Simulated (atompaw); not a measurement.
## Before and after: PAW (atompaw) potential for Pt

```
Element                 : platinum
Generator               : atompaw 4.2.0.5
Type                    : PAW
Functional              : PBEsol
Relativity              : scalar-relativistic
Frozen core             : [Kr] 4d10 4f14 5s2
Valence charge          : 16
Reference configuration : 5p6 5d9 6s1 6p0
Partial waves           : 6s (bound); 6s channel at 0.6 Ry; 5p (bound); 6p (bound, empty); 5d (bound); 5d channel at 0.1 Ry
Local potential         : troulliermartins scheme with l = 3 at 1 Ry, radius 2.25 bohr
Core correction         : smooth core density matched at 1.65 bohr
Augmentation charge     : sinc compensation charge, radius 2.05 bohr; PAW radius 2.80 bohr; waves and projectors: bloechl
```

Change: local potential ultrasoft scheme with l = 3 at 1 Ry, radius 2.25 bohr.

Cutoffs: the cutoffs (Ry, on a coarse ladder) from which the occupation-weighted sum of valence levels, in a spherical-Bessel basis at the reference potential, stays within 10 and 1 mRy of its value at 400 Ry; they do not see the model core or the augmentation charge, which bear on the density cutoff.

Q: What does the change do?

A: The potential gets softer (35 Ry and 55 Ry → 35 Ry and 40 Ry); both files keep a bound ghost (s).

```tsv
quantity	base	changed
cutoff, loose	35 Ry	35 Ry
cutoff, tight	55 Ry	40 Ry
loose cutoff by channel (10 mRy a level)	s 6 Ry, p 25 Ry, d 30 Ry	s 6 Ry, p 25 Ry, d 21 Ry
bound ghosts	s	s
s: phases at 2.81 bohr within 0.05 rad from the reference energy up to (Ry; the scan ends near 5)	n/a	3.4
p: phases at 2.81 bohr within 0.05 rad from the reference energy up to (Ry; the scan ends near 5)	4.7	to the end of the scan
d: phases at 2.81 bohr within 0.05 rad from the reference energy up to (Ry; the scan ends near 5)	to the end of the scan	to the end of the scan
lowest overlap eigenvalue by channel	s 0.01, p 0.86, d 1.00	s 0.01, p 0.76, d 1.00
```

 A true bound ghost makes a file unfit for plane-wave use even where its test errors are small: the radial tests pick states by their node count and pass the ghost by. The cutoffs see the waves, projectors and local potential, not the compensation charge or the core.
